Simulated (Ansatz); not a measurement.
F2H6O2Si3 (`F[Si](F)(O[SiH3])O[SiH3]`). Total charge 0; spin multiplicity 1. All single points use the PBE0-D4/def2-TZVP geometry. It is one conformer, not always the lowest.

```xyz
13

F     0.191    2.636   -0.736
Si   -0.123    1.454    0.256
F    -0.576    2.103    1.617
O    -1.331    0.573   -0.308
Si   -1.908   -0.601   -1.300
O     1.217    0.609    0.469
Si    2.015   -0.696    1.063
H    -3.049   -1.256   -0.620
H    -2.353    0.010   -2.575
H    -0.837   -1.594   -1.566
H     3.171   -0.968    0.179
H     1.103   -1.869    1.081
H     2.480   -0.402    2.440
```

(1) What is the dipole moment at ωB97M-V/def2-TZVPP? (An estimate is asked.)

(2) And with PBE, r2SCAN, B3LYP? (Estimate.)

(3) Give the Mulliken charges with ωB97M-V, PBE, B3LYP in def2-TZVPP. (Best estimate.)

## Answers

(1) The calculation gave: 2.22 D, with components (0.18, -2.18, -0.39) D in this frame, pointing from negative to positive charge.

(2) The calculation gave: PBE 2.12 D, r2SCAN 2.15 D, B3LYP 2.27 D.

(3) Computed: 
| atom | ωB97M-V | PBE | B3LYP |
| --- | --- | --- | --- |
| F1 | -0.29 | -0.26 | -0.30 |
| Si2 | 0.82 | 0.67 | 0.85 |
| F3 | -0.29 | -0.26 | -0.30 |
| O4 | -0.34 | -0.26 | -0.34 |
| Si5 | 0.30 | 0.33 | 0.40 |
| O6 | -0.34 | -0.25 | -0.34 |
| Si7 | 0.30 | 0.33 | 0.40 |
| H8 | -0.02 | -0.05 | -0.06 |
| H9 | -0.02 | -0.05 | -0.06 |
| H10 | -0.03 | -0.05 | -0.06 |
| H11 | -0.02 | -0.05 | -0.06 |
| H12 | -0.03 | -0.05 | -0.06 |
| H13 | -0.02 | -0.05 | -0.06 |

B3LYP here is the variant with VWN-RPA as its local correlation; programs differ in this.
